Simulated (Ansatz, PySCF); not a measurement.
C3H8ClFSi, SMILES C(C)C[Si@H](F)Cl. Atoms are numbered in the order given.

```xyz
14

C     -3.4111    -0.4963     0.4124
C     -1.9647    -0.9284     0.2279
C     -1.0209     0.2412    -0.0588
Si     0.7493    -0.2683    -0.2833
F      1.2572    -1.0181     1.0637
Cl     1.9335     1.3951    -0.5523
H     -3.7944     0.0079    -0.4891
H     -3.5102     0.2091     1.2526
H     -4.0655    -1.3568     0.6188
H     -1.9034    -1.6630    -0.5945
H     -1.6181    -1.4609     1.1297
H     -1.0525     0.9816     0.7603
H     -1.3329     0.7850    -0.9688
H      0.9829    -1.1996    -1.4150
```

The structure is a stationary point at PBE0-D3(BJ)/def2-SVP. The structure was generated by enumeration; whether it is a known compound was not checked. One conformer was computed; it need not be the lowest.

Vertical ionisation energy (IE) and electron affinity (EA) in eV. Rows of orbital energies are one-electron estimates. Where ΔSCF, EOM or ADC give a negative EA the extra electron is unbound and the value depends on the basis.

```json
[
 {"level": "−ε(HOMO), −ε(LUMO), M06-2X/def2-TZVP (PySCF)", "IE": "9.87", "EA": "-1.37"},
 {"level": "−ε(HOMO), −ε(LUMO), PBE/def2-TZVP (PySCF)", "IE": "7.30", "EA": "0.30"},
 {"level": "ΔSCF, ωB97X-V/def2-SVPD (Ansatz), final states of multiplicity 2 and 2", "IE": "11.03", "EA": "-2.04"},
 {"level": "ΔSCF, PBE/def2-SVPD (Ansatz), final states of multiplicity 2 and 2", "IE": "10.13", "EA": "-1.35"}
]
```

What vertical singlet–triplet gap does ΔSCF give with ωB97X-V/def2-SVPD (Ansatz, a program for electronic structure) and with PBE/def2-SVPD (Ansatz)? (Estimate from the structure and the level; the computed values follow.)

8.06 and 6.83 eV (triplet above singlet where positive).
